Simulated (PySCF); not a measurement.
**Radial density of Ar⁺ (argon, charge +1)**

UHF, [Ne] 3s2 3p5, 2P determinant. Calculation: PySCF 2.14, in cc-pVTZ-DK; the spin-free X2C one-electron Hamiltonian (Gaussian nucleus).

```csv
r (bohr),4πr²ρ (e/bohr),4πr²(ρα − ρβ)
0.00174,0.1695,0.0000
0.00292,0.4364,0.0000
0.00491,1.100,0.0001
0.00826,2.660,0.0001
0.0139,5.966,0.0004
0.0234,11.76,0.0011
0.0393,18.60,0.0046
0.0661,20.68,0.0198
0.111,15.66,0.0722
0.187,16.48,0.1589
0.315,20.97,0.1202
0.529,9.640,0.0066
0.890,4.541,0.5011
1.50,4.737,0.6903
2.52,0.9620,0.1378
4.24,0.03086,0.0033
```

Densities and radii are taken from the X2C orbitals without a picture-change correction, which distorts them close to the nucleus.
